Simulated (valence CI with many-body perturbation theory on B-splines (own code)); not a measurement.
**Questions on Xe⁴⁸⁺**

Calculated by valence CI with perturbative core correlation (CI+MBPT): four valence electrons over a frozen Dirac-Fock core [He], a basis of 9 s, 9 p, 8 d, 6 f, 3 g, 1 h functions for each j, with the one-electron correlation potential Σ1, the two-electron term Σ2, the three-electron term Σ3, Breit, model QED; selected CI, second order for the rest, scaled by the run's own slope (own B-spline code, finite nucleus).

No measured spectrum was set against this ion. As an estimate, large intervals hold to a few tenths of a per cent, small ones and those within an open d or f shell to about a per cent.

Levels are named by their leading jj configuration (3d3/2^4 stands for four electrons in 3d with j = 3/2), which in mixed levels can hold well under half, so a name can repeat and another be missing.

Rates and lifetimes use the calculated energies. Strong lines usually hold to 10 to 20 %, long lifetimes can be off by a factor of two.

Q: What is the ground level?

A: (2s^2 2p1/2^2) J=0, composition 71 % 2s²2p² ³P + 29 % 2s²2p² ¹S.

Q: What are the static dipole polarisabilities of the lowest levels?

A: (2s^2 2p1/2^2) J=0 0.000437 bohr³, of which the core gives 9.18e-07.

Q: How well does LS coupling describe the low levels?

A: Among the lowest 20 levels the leading LS term, summed over configurations, holds 66 % on average. For single configurations the figures are 66 % in LS and 99 % in jj coupling. Terms mix most in the J = 1 level at 4671.8 × 10³ cm⁻¹, where the leading one holds 36 %.

Q: Among levels below 44183 × 10³ cm⁻¹, which E1 lines absorb most strongly from the ground level?

A: to (2s 2p1/2^2 3p1/2) J=1 at 0.2356 nm, f = 1.00; to (2s^2 2p1/2 3d3/2) J=1 at 0.2348 nm, f = 0.478; to (2s 2p1/2^2 3p3/2) J=1 at 0.2304 nm, f = 0.371.

Q: Name the longest-lived excited levels whose lifetime is computed, and their main decay.

A: (2s^2 2p1/2 2p3/2) J=2 at 2808.7 × 10³ cm⁻¹ lives 2.95 μs, mostly by E2 to (2s^2 2p1/2^2) J=0; (2s^2 2p1/2 2p3/2) J=1 at 2682.4 × 10³ cm⁻¹ lives 4.14 ns, mostly by M1 to (2s^2 2p1/2^2) J=0.
